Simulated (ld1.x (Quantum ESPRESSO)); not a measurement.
## Reading a pseudo-wave (Mn)

Columns: radius, all-electron u(r) and pseudo u(r) of the 3d shell (level -24.62 eV) of manganese in the configuration [Ar] 3d5 4s0 4p0; LDA (PZ), scalar-relativistic, ultrasoft scheme, ld1.x (Quantum ESPRESSO) 7.5.

| r (bohr) | all-electron | pseudo |
| --- | --- | --- |
| 0.140 | 0.1258 | 0.0192 |
| 0.280 | 0.4290 | 0.1342 |
| 0.420 | 0.6906 | 0.3611 |
| 0.560 | 0.8443 | 0.6238 |
| 0.700 | 0.9036 | 0.8168 |
| 0.840 | 0.9002 | 0.8868 |
| 0.980 | 0.8611 | 0.8620 |
| 1.120 | 0.8040 | 0.8040 |
| 1.260 | 0.7392 | 0.7392 |
| 1.400 | 0.6727 | 0.6727 |
| 1.540 | 0.6076 | 0.6076 |
| 1.680 | 0.5456 | 0.5456 |
| 1.820 | 0.4876 | 0.4876 |
| 1.960 | 0.4341 | 0.4341 |
| 2.100 | 0.3851 | 0.3851 |
| 2.240 | 0.3406 | 0.3406 |
| 2.380 | 0.3003 | 0.3003 |
| 2.520 | 0.2641 | 0.2641 |
| 2.660 | 0.2317 | 0.2317 |
| 2.800 | 0.2029 | 0.2029 |
| 2.940 | 0.1772 | 0.1772 |
| 3.080 | 0.1545 | 0.1545 |
| 3.220 | 0.1344 | 0.1344 |
| 3.360 | 0.1168 | 0.1168 |
| 3.500 | 0.1012 | 0.1012 |
| 3.640 | 0.0876 | 0.0876 |

How many radial nodes do the two functions have?

The all-electron 3d function has n − l − 1 = 0; the pseudo-wave has 0.

At about which radius was the pseudo-wave matched?

1.10 bohr, where the columns begin to agree (steps of 0.14 bohr).

Where does each function peak?

Outermost all-electron maximum near 0.70 bohr, pseudo maximum near 0.84 bohr (to the table’s step).

Is the pseudo-wave norm-conserving?

No, it belongs to an ultrasoft set: the norm inside the radius is not constrained, and the difference is carried by the augmentation charge.
